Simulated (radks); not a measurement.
Question: The table gives one normalised radial function P(r) = r R(r) of Eu in [Xe] 4f7 6s2 (r in bohr). All-electron calculation, scalar-relativistic Kohn-Sham, PBE, spin-unpolarised, spherical densities, point nucleus; hard spherical wall at 6 bohr. Program: a radial shooting solver on a logarithmic mesh with Libxc functionals.

| r | P |
|---|---|
| 0.001053 | 0.0010 |
| 0.001404 | 0.0016 |
| 0.001858 | 0.0025 |
| 0.002478 | 0.0042 |
| 0.003279 | 0.0067 |
| 0.004373 | 0.0109 |
| 0.005786 | 0.0174 |
| 0.007656 | 0.0275 |
| 0.01021 | 0.0433 |
| 0.01351 | 0.0657 |
| 0.01802 | 0.0974 |
| 0.02384 | 0.1358 |
| 0.0318 | 0.1775 |
| 0.04208 | 0.2065 |
| 0.05567 | 0.2011 |
| 0.07426 | 0.1311 |
| 0.09825 | -0.0112 |
| 0.131 | -0.1941 |
| 0.1734 | -0.3013 |
| 0.2313 | -0.2083 |
| 0.306 | 0.0919 |
| 0.4048 | 0.3984 |
| 0.54 | 0.4049 |
| 0.7145 | 0.0112 |
| 0.9529 | -0.5444 |
| 1.261 | -0.8727 |
| 1.682 | -0.8329 |
| 2.225 | -0.5545 |
| 2.944 | -0.2678 |
| 3.927 | -0.0888 |
| 5.195 | -0.0169 |

Which n and l does it have? It may be an empty orbital.

Answer: n = 5, l = 1: the number of nodes gives n - l - 1 = 3, the rise at small r (about r^(l+1), flatter next to the nucleus through relativity) gives l, and the extent must fit the shell. The curve is that of 5p. 5p: eigenvalue -21.402 eV, 3 radial nodes at r = 0.0965, 0.284, 0.719 bohr, <r> = 1.64 bohr, 90 % of the charge inside 2.42 bohr.
